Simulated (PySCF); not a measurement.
**Mo⁻ (molybdenum, charge -1) across methods**

[Kr] 4d5 5s2, high-spin 6S determinant. Calculation: PySCF 2.14, in x2c-TZVPPall with one added diffuse shell each of s, p, d, f type (9s7p7d3f1g, 95 functions); scalar relativity by spin-free X2C-1e.

```
   method  E (hartree)  mean ε 5s α (eV)  mean ε 4d α (eV)  mean ε 5s β (eV)  Σ⟨r²⟩ (bohr²)   ⟨S²⟩
   r2SCAN     -4048.38            -0.334            -0.006             1.072          98.58  8.974
    M06-L     -4048.24             0.297             0.618             1.258          90.39  8.800
      UHF  -4046.18049            -2.313            -5.164             0.318          117.8  9.184
CAM-B3LYP     -4048.58            -1.008            -1.727             0.012          93.40  8.802
  LC-wPBE     -4047.95            -2.148            -3.516            -0.371          98.43  8.907
      PBE     -4047.98             0.116             0.510             1.226          95.35  8.836
      LDA     -4043.64             0.000             0.510             1.073          92.94  8.822
   PBEsol     -4045.74             0.056             0.480             1.209          94.95  8.850
     PBE0     -4048.05            -0.434            -0.812             0.820          96.36  8.858
```

⟨S²⟩ = 8.91 against 8.75 shows spin contamination.

The highest occupied level is positive at r2SCAN, M06-L, UHF, CAM-B3LYP, PBE, LDA, PBEsol, PBE0: only the finite basis holds that electron, at UHF too, so the state is unbound at these levels.
